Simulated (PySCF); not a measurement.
Species: trichlorosilane, Cl3HSi.
SMILES with atom numbers: `[Cl:1][SiH:2]([Cl:3])[Cl:4]` (hydrogens: H5 on Si2)

Method: PBE0-D3(BJ)/def2-SVP geometry optimisation, gas phase in PySCF 2.14.0.

Task: What internal coordinates does the optimisation give?

Result: 
```json
{"bond": "Cl1–Si2, Si2–Cl3, Si2–Cl4", "length (pm)": "204.5", "order": "single"}
{"bond": "Si2–H5", "length (pm)": "147.6", "order": "single"}
```

Bonds in one row agree within 1 pm and their mean is given. Orders are formal, as drawn. A selection of angles:
```json
{"angle": "Cl1–Si2–Cl3", "degrees": "109.3"}
{"angle": "Cl1–Si2–H5", "degrees": "109.9"}
```

All 3 Cl–Si bonds measure 2.044 to 2.045 Å. Si2 (chlorine-bound silicon) is tetrahedral (angles from 109.0° to 109.9°).

Point group: C3v (tolerance 0.08 Å). No PBE0-D3(BJ)/def2-SVP frequencies stand behind this structure, so it isn't proved a minimum.

The run took 16 s of wall time on Arm Neoverse N1, one thread, no GPU, shared host. These figures are those of the optimisation.
